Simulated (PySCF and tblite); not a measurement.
Results of a calculation; reference values are marked as such.
System: C₆H₁₁FO, numbered as in [CH3:1][C:2]([CH3:3])([CH3:4])[C@:5]1([F:6])[CH2:7][O:8]1.

Motion: rotation about the C2–C5 bond (torsion C1–C2–C5–F6 from -179° to -300°, falling). GFN2-xTB gives an electronic barrier of 2.8 kcal/mol.

Question: What does PBE0/pcSseg-1 + D3(BJ) give on GFN2-xTB geometries?

Answer: A barrier of 4.6 kcal/mol, 1.8 above the tight-binding barrier (from unrounded values) and, with GFN2-xTB thermal terms, ΔG‡(298 K) = 5.4 kcal/mol and k = 1.5×10⁹ s⁻¹ (2 equivalent paths).

Programs: tblite and PySCF.
